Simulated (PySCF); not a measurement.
Molecule: Si(Vi)(OH)(OMe)(OEt), SMILES CCO[Si](O)(C=C)OC. Atoms near the plane z = 0.0 Å, at the GFN2-xTB optimised geometry (x, y, z in Å): Si3 (-1.0, -0.2, 0.0), O4 (-1.3, 1.4, 0.0), O5 (0.7, -0.2, 0.0), C6 (1.5, -1.3, 0.0), H13 (-0.8, 2.0, 0.5), H14 (1.4, -1.9, 0.9), H15 (1.4, -2.0, -0.9), H16 (2.6, -1.0, 0.0).

Computed with PySCF 2.14.0 with PBE0/def2-SVP. Cells within 0.4 Å of a nucleus heavier than hydrogen are left out (blank, or x). The values are rescaled to run from 0 to 1.

```
|3333333333333333333333333333333|
|3333333333333333333333333333333|
|3333333333333344333333333333333|
|3333333333333444443333333333333|
|3333333333334444444333333333333|
|3333222223334444444333333333333|
|3332222222345555444333333333333|
|3322222111346765443333333333333|
|3322221101489996543333333333333|
|3322211003999996433333333333333|
|32222100099x9995432222233333333|
|3222211019xxx995321112233333333|
|33222211299x9996310011233333333|
|3322222249999999752001233333333|
|3322223479999999999522333333333|
|333223359999xx999xx964454444333|
|33322335999xxx99xxx999997544433|
|3333223479999999999999999754443|
|3333222359999999999xx9999854443|
|3333222346999999999xx9999754443|
|3333322234578887899xx9997544443|
|3333333223344555699999965444443|
|3333333222233344457999654444433|
|3333333222223333445555544444433|
|3333333322223333344444444444333|
|3333333332223333334444444443333|
|3333333333333333333344444433333|
|3333333333333333333333333333333|
|3333333333333333333333333333333|
|3333333333333333333333333333333|
|3333333333333333333333333333333|
```
Scale: ten equal steps from 0.000 (start of '0') to 1.00 (end of '9'), in the order '0123456789'; x runs from -5.00 to 5.00, y from -5.00 (bottom) to 5.00 (top).

**Question.** Which quantity is mapped?
(A) an orbital amplitude
(B) electrostatic potential
(C) log10 of the electron density
(D) deformation density (molecule minus spherical neutral atoms)

**Answer.** B, electrostatic potential. In full: electrostatic potential (hartree/e), clipped to [-0.08, 0.12].
